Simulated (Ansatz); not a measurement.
BrF₂H₃Si₂ (`F[Si](F)([SiH3])Br`). The species carries charge 0 and has multiplicity 1. All single points use the PBE0-D4/def2-TZVP geometry.

```xyz
8

F    -0.613    0.334    2.148
Si   -0.385    0.798    0.648
F     0.564    2.067    0.714
Si    0.553   -0.904   -0.639
Br   -2.328    1.454   -0.154
H    -0.387   -2.052   -0.641
H     1.858   -1.308   -0.058
H     0.739   -0.390   -2.018
```

What is the dipole moment at B3LYP/def2-TZVPP? (Best estimate.)

Ansatz gave: 1.89 D, with components (0.57, -1.37, -1.18) D in this frame, pointing from negative to positive charge.

And with PBE, r2SCAN, ωB97M-V? (Best estimate.)

Computed: PBE 1.76 D, r2SCAN 1.81 D, ωB97M-V 1.91 D.

Give the Mulliken charges with B3LYP, PBE, ωB97M-V in def2-TZVPP. (Best estimate.)

Computed: 
```csv
atom,B3LYP,PBE,ωB97M-V
F1,-0.29,-0.24,-0.28
Si2,0.76,0.67,0.71
F3,-0.29,-0.24,-0.28
Si4,0.12,0.06,0.01
Br5,-0.19,-0.16,-0.17
H6,-0.03,-0.02,0.00
H7,-0.04,-0.03,0.00
H8,-0.03,-0.02,0.00
```

B3LYP here is the variant with VWN-RPA as its local correlation; programs differ in this.
